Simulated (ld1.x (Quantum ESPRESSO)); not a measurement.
**Re TM: all-electron and pseudo phase curves**

* Element: Re (Z = 75)
* Generator: ld1.x (Quantum ESPRESSO) 7.5
* Type: norm-conserving Troullier–Martins (Kleinman–Bylander form)
* Functional: PBE
* Relativity: scalar-relativistic
* Frozen core: [Kr] 4d10 4f14
* Valence charge: 15
* Reference configuration: 5s2 5p6 5d5 6s1.75 6p0.25
* Partial waves: 5s (bound): rc 1.75 bohr; 5d (bound): rc 1.75 bohr; 5p (bound): rc 1.15 bohr
* Local potential: the p channel
* Core correction: none

Occupied shells without a wave of their own: 6p, 6s. They enter only through the test configuration that unscreens the potential.

The phase is arctan(r·u′/u) with u = r·R(r), unwrapped; energies in Ry, scanned from -8 to 5 Ry. A pole is an energy at which the radial function vanishes at the test radius. The pseudo phase is shifted by a multiple of π to meet the all-electron one at the reference energy, and phase errors are pseudo minus all-electron; the curves can meet again beyond the range given. Levels narrower than the energy grid can be missing from the lists of poles.

| channel | radius (bohr) | reference energy (Ry) | poles, all-electron | poles, pseudo | unbroken range about the reference energy with phases within 0.05 rad | phase error 1 Ry above the reference energy (rad) |
| --- | --- | --- | --- | --- | --- | --- |
| s | 1.89 | -6.30 | -5.93 | -5.93, 4.90 | below -1.2 | -0.002 |
| p | 1.89 | -3.49 | -2.65 | -2.65 | below 2.9 | -0.000 |
| d | 1.89 | -0.42 | 1.89 | 1.88 | the whole range | -0.000 |

The potential misses its own reference levels by up to 0.8 eV.

Phases in the s channel:

| E (Ry) | all-electron | pseudo |
| --- | --- | --- |
| -8.00 | 1.278 | 1.276 |
| -7.52 | 1.218 | 1.215 |
| -7.04 | 1.044 | 1.039 |
| -6.56 | -0.482 | -0.488 |
| -6.08 | -1.508 | -1.508 |
| -5.60 | -1.647 | -1.649 |
| -5.12 | -1.705 | -1.707 |
| -4.64 | -1.741 | -1.745 |
| -4.16 | -1.770 | -1.775 |
| -3.68 | -1.796 | -1.802 |
| -3.20 | -1.821 | -1.831 |
| -2.72 | -1.849 | -1.863 |
| -2.24 | -1.881 | -1.901 |
| -1.76 | -1.920 | -1.949 |
| -1.28 | -1.968 | -2.014 |
| -0.80 | -2.031 | -2.106 |
| -0.32 | -2.118 | -2.251 |
| 0.16 | -2.246 | -2.502 |
| 0.64 | -2.446 | -2.947 |
| 1.12 | -2.768 | -3.548 |
| 1.60 | -3.227 | -4.006 |
| 2.08 | -3.688 | -4.265 |
| 2.56 | -4.012 | -4.416 |
| 3.04 | -4.213 | -4.513 |
| 3.52 | -4.342 | -4.582 |
| 4.00 | -4.429 | -4.634 |
| 4.48 | -4.491 | -4.678 |
| 4.96 | -4.538 | -4.717 |
